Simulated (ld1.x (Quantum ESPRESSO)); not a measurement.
Which change was made? (Nd, TM)

ld1.x (Quantum ESPRESSO) 7.5 input, shortened:

```
&input
   title='Nd', zed=60., rel=1, dft='PBE', iswitch=3,
   config='[Xe] 4f3 5d0 6s0 6p0'
 /
 &inputp
   pseudotype=2, tm=.true., lloc=0,
   nlcc=.true., new_core_ps=.true., rcore=0.80
 /
3
5P  2  1   6.00   0.00  1.70  1.70  0.0
5D  3  2   0.00   0.00  2.95  2.95  0.0
5S  1  0   2.00   0.00  1.85  1.85  0.0
 &test
   configts(1)='5s2 5p6 5d0 6s0 6p0'
 /
```

Cutoffs, loose and tight: the cutoffs (Ry, on a coarse ladder) from which the occupation-weighted sum of valence levels, in a spherical-Bessel basis at the reference potential, stays within 10 and 1 mRy of its value at 400 Ry. They do not see the model core or the augmentation charge, which bear on the density cutoff. Test errors are all-electron minus pseudo excitation energies from the reference, over the configurations 5s2 5p6 5d1 6s2 6p0; 5s2 5p6 5d1 6s1 6p0; 5s2 5p6 5d1 6s0 6p0; 5s2 5p6 5d2 6s1 6p0; 5s2 5p6 5d1 6s1.5 6p0; 5s2 5p6 5d1.5 6s1.5 6p0; 5s2 5p6 5d0 6s2 6p0; variants that change the core or the reference have their own tests.

The base gives: outcome: generated; cutoff, loose: 55 Ry; cutoff, tight: 80 Ry; bound ghosts: none; largest test error (meV): +534.

On the changes marked as counting shells twice: ld1.x takes every shell without a wave as core, so the model core holds the marked electrons as well and exchange and correlation see them twice. This cancels in the reference configuration, but the file is broken for other ones, and its errors say nothing about a proper core correction.

(1) After one change the result is: outcome: generated; cutoff, loose: 40 Ry; cutoff, tight: 55 Ry; bound ghosts: none; largest test error (meV): +1637. Which change was it?
A. all radii but the core radius scaled by about 1.15 (s 2.14, p 1.96, d 3.40 bohr)
B. reference 5s2 5p6 5d1 6s1.5 6p0 (6s counted twice)
C. core [Kr] 4d10, valence charge 14; reference 4f4 5s2 5p6 5d0 6s1 6p0; waves now 5s (bound): rc 2.50 bohr; 5p (bound): rc 1.50 bohr; 5d (bound): rc 3.40 bohr; 4f (bound): rc 1.35 bohr; local potential all-electron potential smoothed inside 2.10 bohr (lloc = -2); core correction a·sin(br)/r model core, default radius (core density twice the valence density) (6s counted twice)

Answers

(1) A. The others give: reference 5s2 5p6 5d1 6s1.5 6p0 (6s counted twice) → outcome: generated, misses its reference levels by 0.21 eV; cutoff, loose: 55 Ry; cutoff, tight: 80 Ry; bound ghosts: none; largest test error (meV): -779 over the solved tests; 1 of 7 tests not solved or not reliable | core [Kr] 4d10, valence charge 14; reference 4f4 5s2 5p6 5d0 6s1 6p0; waves now 5s (bound): rc 2.50 bohr; 5p (bound): rc 1.50 bohr; 5d (bound): rc 3.40 bohr; 4f (bound): rc 1.35 bohr; local potential all-electron potential smoothed inside 2.10 bohr (lloc = -2); core correction a·sin(br)/r model core, default radius (core density twice the valence density) (6s counted twice) → outcome: generated, misses its reference levels by 0.31 eV; cutoff, loose: 200 Ry; cutoff, tight: 260 Ry; bound ghosts: none; largest test error (meV): +1088.
